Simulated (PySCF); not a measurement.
## Excitation energy of Cd by level of theory

Cd [Kr] 4d10 5s2 (1S) → Cd [Kr] 4d9 5s2 5p1 (high-spin determinant), as a difference of total energies. All numbers are calculated (PySCF 2.14, a scalar-relativistic core potential, in def2-TZVPPD with the def2 core potential (28 electrons)). Correlated levels: valence and next inner shell: nothing frozen outside the core potential. The calculations carry no spin-orbit coupling.

| method | excitation energy (eV) |
| --- | --- |
| UHF | 10.914 |
| MP2 (valence and next inner shell) | 12.250 |
| SCS-MP2 (valence and next inner shell) | 12.083 |
| CCSD (valence and next inner shell) | 11.864 |
| CCSD(T) (valence and next inner shell) | 11.919 |

Task: How much does correlation contribute at CCSD(T) (valence and next inner shell)?

Result: 11.919 − (10.914) = 1.005 eV, measured against UHF.

The upper state lies above the first ionisation limit, where it may autoionise and the basis confines it.

The determinant of the upper state mixes LS terms, which raises its energy above the lowest term, most at the Hartree-Fock and MP2 levels.
